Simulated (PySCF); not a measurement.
Broadened absorption spectrum of CH8F3P3Si2

CH₈F₃P₃Si₂.
Numbering: `[F:1][C:2]([F:3])([F:4])[P:5]([SiH3:6])[PH:7][PH:8][SiH3:9]` (hydrogens: H10, H11, H12 on Si6; H13 on P7; H14 on P8; H15, H16, H17 on Si9)

Theory: TDDFT wB97X-D/def2-SVPD, vertical, gas phase, core orbitals frozen in the response in PySCF 2.14.0, density-fitted response routines. Geometry: PBE0-D3(BJ)/def2-SVP, one conformer, isolated molecule.

Computed states:

```json
{"state": "S1", "E (eV)": "5.01", "f": "0.088"}
{"state": "S2", "E (eV)": "5.16", "f": "0.042"}
{"state": "S3", "E (eV)": "5.67", "f": "0.029"}
{"state": "S4", "E (eV)": "5.84", "f": "0.0077"}
{"state": "S5", "E (eV)": "5.85", "f": "0.030"}
{"state": "S6", "E (eV)": "6.07", "f": "0.013"}
{"state": "S7", "E (eV)": "6.37", "f": "0.030"}
{"state": "S8", "E (eV)": "6.57", "f": "0.048"}
{"state": "S9", "E (eV)": "6.65", "f": "0.029"}
{"state": "S10", "E (eV)": "6.69", "f": "0.044"}
```

Each state is given a Gaussian of 0.4 eV full width at half maximum, with ε(max) = 2.175×10⁸ f / Δν̃ (Δν̃ the width in cm⁻¹). The width is an assumption, not a result. The curve ends short of the highest state used, and states not computed would add to its high-energy end.

Problem. What does the envelope look like, and where are its maxima?

Solution. 
E (eV), ε (L mol⁻¹ cm⁻¹) and a bar:
```
     4.41         12 
     4.47         40 
     4.52         99 
     4.58        258 #
     4.64        597 ##
     4.70       1222 #####
     4.75       2028 ########
     4.81       3345 #############
     4.87       4914 ##################
     4.93       6448 ########################
     4.99       7579 ############################
     5.04       7993 ##############################
     5.10       7747 #############################
     5.16       6795 #########################
     5.22       5425 ####################
     5.28       3995 ###############
     5.33       2987 ###########
     5.39       2174 ########
     5.45       1863 #######
     5.51       2010 ########
     5.56       2388 #########
     5.62       2993 ###########
     5.68       3589 #############
     5.74       4018 ###############
     5.80       4179 ################
     5.85       4091 ###############
     5.91       3762 ##############
     5.97       3291 ############
     6.03       2822 ###########
     6.09       2494 #########
```

Maxima: 245 nm (5.05 eV), ε about 8000, made up of S1 (71%) and S2 (29%); 214 nm (5.80 eV), ε about 4200, made up of S3 (35%), S4 (12%) and S5 (47%) (ε in L mol⁻¹ cm⁻¹; maxima over ε = 5, shares over 10%).

Problem. Coming from long wavelengths, where does ε first pass 100 L mol⁻¹ cm⁻¹?

Solution. At about 274 nm (4.52 eV), 0.49 eV below S1.

Problem. On this curve, what absorbance would a 10⁻⁵ mol/L sample give at 266 nm over a 1 cm path?

Solution. 266 nm is 4.661 eV, where ε is about 780 L mol⁻¹ cm⁻¹, so A = ε c l ≈ 0.0078 (Beer–Lambert, with the gas-phase spectrum and the assumed width).

Problem. What would ε be at 5.05 eV, the highest of these maxima, with half the width (0.2 eV)?

Solution. About 12800 L mol⁻¹ cm⁻¹ against 8010, a factor of about 1.6; a lone state at its own centre would give exactly 2.

All these states lie below the vertical ionisation energy of 8.72 eV (ΔSCF).

Hardware: AMD EPYC 7R43, one thread, shared host. Cost: 3.7 min wall, 1.4 GiB resident at most.
